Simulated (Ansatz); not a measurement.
Cost and result for the atomization energy of `[SeH]C1=[N][AlH][CH2]1` (9 atoms, 9 bonds).

```xyz
9

Se   -1.810   -1.196   -1.228
C    -0.737   -0.023   -0.137
N    -1.290    0.926    0.515
Al    0.399    1.343    1.113
C     0.774   -0.205   -0.034
H    -0.689   -2.024   -1.693
H     1.019    2.439    2.068
H     1.280   -0.089   -0.995
H     1.055   -1.171    0.390
```

Total charge 0; spin multiplicity 1. Correlated methods include outer-core shells of Se, which these sets cover unevenly. Scalar relativity is left out up to krypton. Geometry: relaxed with PBE0-D4/def2-TZVP. It is one conformer, not always the lowest. Program: Ansatz. All runs use 4 threads of an AMD EPYC 9R45 on a shared host. Times are those of one run each, without the atoms' runs, and a repeat can differ threefold. Electronic energies, without spin–orbit coupling; frozen cores. CCSD(T)/CBS adds CCSD(T) − MP2 in def2-TZVPP to the MP2 limit, and its time is that of the two runs behind it. T1 = 0.013. With those shells the extrapolation isn't a true limit. B3LYP takes the VWN-RPA correlation (the form of Gaussian; ORCA's B3LYP/G).

CCSD(T)/CBS is a level of theory with its own doubt, some kJ/mol a heavy atom from the limit and from the frozen cores, so smaller differences don't rank the functionals.

| level | functions | wall time |
| --- | --- | --- |
| PBE-D4/def2-TZVPP (with forces) | 239 | 1.3 s |
| r2SCAN-D4/def2-TZVPP (with forces) | 239 | 2.1 s |
| PBE0-D4/def2-TZVPP | 239 | 2.4 s |
| B3LYP-D4/def2-TZVPP (with forces) | 239 | 4.9 s |
| ωB97X-V/def2-TZVPP | 239 | 5.5 s |
| B2PLYP/def2-TZVPP | 239 | 8 s |
| MP2/def2-QZVPP | 450 | 10 s |
| ωB97M-V/def2-TZVPP (with forces) | 239 | 15 s |
| CCSD(T)/def2-TZVPP | 239 | 100 s |
| CCSD(T)/CBS(def2) | – | 110 s |

Task: What atomization energy does each give, and how far from CCSD(T)/CBS? (An estimate is asked.)

Result: Ansatz gave: 
| level | atomization (kJ/mol) | difference from CCSD(T)/CBS | per bond |
| --- | --- | --- | --- |
| PBE-D4/def2-TZVPP (with forces) | 3303.1 | 116.8 | 13.0 |
| r2SCAN-D4/def2-TZVPP (with forces) | 3210.2 | 23.9 | 2.7 |
| PBE0-D4/def2-TZVPP | 3213.0 | 26.7 | 3.0 |
| B3LYP-D4/def2-TZVPP (with forces) | 3188.1 | 1.8 | 0.2 |
| ωB97X-V/def2-TZVPP | 3203.7 | 17.4 | 1.9 |
| B2PLYP/def2-TZVPP | 3150.4 | -35.9 | -4.0 |
| MP2/def2-QZVPP | 3227.1 | 40.8 | 4.5 |
| ωB97M-V/def2-TZVPP (with forces) | 3194.9 | 8.6 | 1.0 |
| CCSD(T)/def2-TZVPP | 3084.7 | -101.6 | -11.3 |
| CCSD(T)/CBS(def2) | 3186.3 | 0.0 | 0.0 |

From PBE to PBE0 (25 % exact exchange), in def2-TZVPP and without D4, the atomization energy moves by −86.5 kJ/mol: exact exchange takes away binding that semilocal exchange gives to molecules. The D4 term adds +38.2 kJ/mol with B3LYP and +19.8 kJ/mol with PBE0; it sums over pairs of atoms, weighted by their polarisabilities, and B3LYP, whose exchange is more repulsive, gets the larger term. In def2-TZVPP, CCSD(T) changes the Hartree–Fock value by +946.7 kJ/mol (the triples alone add +74.9 kJ/mol) and MP2 by +1029.0 kJ/mol; breaking electron pairs costs correlation energy, which Hartree–Fock lacks.
